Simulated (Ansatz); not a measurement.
CH$_{4}$BrInO (`[OH][InH][CH2]Br`). Charge 0, multiplicity 1. In: def2 effective core potential.

```tsv
atom	x (Å)	y (Å)	z (Å)
O1	-1.464	1.721	-0.444
In2	0.315	0.841	-0.582
C3	0.518	-0.916	0.656
Br4	-0.064	-2.349	-0.551
H5	-2.069	1.277	0.154
H6	1.380	1.544	-1.707
H7	1.532	-1.166	0.958
H8	-0.147	-0.951	1.515
```

**Question.** What are the harmonic wavenumbers in cm⁻¹ at PBE0-D4/def2-TZVP (Ansatz, finite differences of forces, unscaled)? (Best estimate.)

**Answer.** The calculation gave: 33, 73, 131, 309, 417, 435, 519, 596, 606, 653, 790, 1048, 1089, 1412, 1884, 3119, 3199, 3897.

**Question.** Is this a minimum?

**Answer.** Yes, all 18 modes are real.

**Question.** Give the ideal-gas thermochemistry at 298.15 K and 1 bar (rigid rotor, harmonic oscillator; point group C1, symmetry number 1).

**Answer.** Zero-point energy 120.9 kJ/mol; H(298) − E = 141.6 kJ/mol; entropy 371.7 J/(mol·K), of which translation 176.5, rotation 120.1, vibration 75.2; G(298) − E = 30.8 kJ/mol. Modes under 100 cm⁻¹ are hindered rotations or soft bends, so the harmonic entropy is rough.

**Question.** And at 400, 500, 600, 800 and 1000 K?

**Answer.** 
```tsv
T (K)	H − E (kJ/mol)	S (J/mol/K)	G − E (kJ/mol)
400	152.6	403.2	-8.7
500	164.5	429.8	-50.4
600	177.3	453.0	-94.6
800	204.7	492.5	-189.2
1000	234.0	525.1	-291.1
```
